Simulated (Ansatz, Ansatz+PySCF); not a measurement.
```xyz
6

Be    2.4150    0.0000    0.0000
Be    1.2075    2.0915    0.0000
Be   -1.2075    2.0915    0.0000
Be   -2.4150    0.0000    0.0000
Be   -1.2075   -2.0915    0.0000
Be    1.2075   -2.0915    0.0000
```

Basis set: def2-SVP (spherical functions). All electrons are correlated. Charge 0, multiplicity 1.

Computed with Ansatz (development build ahead of 0.2.0); each method stands on the lowest determinant of its kind that the runs found. Restricted open shells among the atoms or ions are ROHF, correlated in semicanonical orbitals with singles.

Give the atomization energy at this shape (free ground-state atoms in the same class of orbitals less the molecule, no zero-point energy) of singlet Be6 by RHF-MP2, RHF.

```json
{"method": "RHF-MP2", "atomization energy": "3.24 eV"}
{"method": "RHF", "atomization energy": "3.53 eV"}
```

Caution: stretched shape with no unrestricted run beside it, a lower state can exist. Caution for RHF-MP2: bonds are stretched, where a single reference can fail.
